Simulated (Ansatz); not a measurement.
Reactions of ClH5OSi2 (`O[SiH]([SiH3])Cl`).

Calculated with Ansatz (gas phase, PBE0-D4/def2-TZVP geometries, no zero-point term in ΔE). CCSD(T)/CBS is the MP2 limit (def2-TZVPP, def2-QZVPP) plus CCSD(T) − MP2 in def2-TZVPP, frozen cores. Double bonds are as drawn, so ΔE can hold a change between cis and trans. Functionals use def2-TZVPP. For Ga, Se outer-core shells are correlated without core-valence functions, which leaves a few kJ/mol of doubt a bond. Scalar relativity is left out up to krypton. Each species was taken in one conformer, which may not be the lowest.

```tsv
reaction	CCSD(T)/CBS(def2) (eV)
`O[SiH]([SiH3])Cl` + `[CH3][Ga]([F])[F]` → `C[Si](O)([SiH3])Cl` + `[F][GaH][F]`	-0.04
`O[SiH]([SiH3])Cl` + `[CH3][Al]([F])[CH2]F` → `O[SiH](Cl)[SiH2]F` + `[CH3][Al]([CH3])[F]`	-2.46
`O[SiH]([SiH3])Cl` + `NC[SeH]` → `[SiH3]C[SeH]` + `N[SiH](O)Cl`	?
`O[SiH]([SiH3])Cl` + `C/C=N/CF` → `FC[SiH]([SiH3])Cl` + `C/C=N/O`	2.65
```

(1) Fill in the missing values. (Estimate.)

Largest T1 diagnostic: 0.015, for `[F][GaH][F]`.

## Answers

(1) The calculation gave: `O[SiH]([SiH3])Cl` + `NC[SeH]` → `[SiH3]C[SeH]` + `N[SiH](O)Cl`: -1.63 eV.
